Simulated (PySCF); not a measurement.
## Orbital picture of ScBr

B97-3 at R = 2.477 Å; Sc def2-TZVPP, Br def2-TZVPP; no relativity (PySCF 2.14). State: ³Δ (triplet), unpaired electrons σ ↑, δ ↑. Only the outer orbitals are listed, counted within each symmetry.

| spin | orbital | occ. | ε (eV) | on Sc (%) | main shells (%) |
| --- | --- | --- | --- | --- | --- |
| α | 12σ | 1 | -20.28 | 4 | 96 Br s |
| α | 13σ | 1 | -8.82 | 15 | 84 Br p |
| α | 6π | 1 | -7.98 | 8 | 92 Br p |
| α | 6π | 1 | -7.98 | 8 | 92 Br p |
| α | 2δ | 1 | -5.09 | 100 | 100 Sc d |
| α | 14σ | 1 | -4.73 | 99 | 78 Sc s, 11 Sc p, 10 Sc d |
| α | 15σ | 0 | -1.65 | 96 | 63 Sc d, 32 Sc p |
| α | 7π | 0 | -1.45 | 98 | 68 Sc d, 30 Sc p |
| α | 7π | 0 | -1.45 | 98 | 68 Sc d, 30 Sc p |
| β | 12σ | 1 | -20.26 | 3 | 96 Br s |
| β | 13σ | 1 | -8.74 | 12 | 86 Br p |
| β | 6π | 1 | -7.97 | 7 | 92 Br p |
| β | 6π | 1 | -7.97 | 7 | 92 Br p |
| β | 14σ | 0 | -3.17 | 98 | 68 Sc s, 21 Sc d, 9 Sc p |
| β | 7π | 0 | -1.03 | 99 | 64 Sc d, 35 Sc p |
| β | 7π | 0 | -1.03 | 99 | 64 Sc d, 35 Sc p |

Question: Which are the highest filled and the lowest empty level, where do they sit, and how wide is the gap?

Answer: Highest filled α 14σ at -4.73 eV (in %: 78 Sc s, 11 Sc p, 10 Sc d); lowest empty β 14σ at -3.17 eV (in %: 68 Sc s, 21 Sc d, 9 Sc p); the gap at B97-3 is 1.56 eV.

The bond order (Mayer) is 1.12. The ⟨S²⟩ is 2.001, the charge on Sc (Mulliken, basis-dependent) is 0.37 and the charge on Sc (Löwdin, basis-dependent) is -0.48. The dipole moment (positive dipole means Sc(−)Br(+)) is -3.81 D.

Spin–orbit coupling is left out. The state is the lowest single determinant that the PBE0 search found; with open d or f shells the true ground state can be another one.
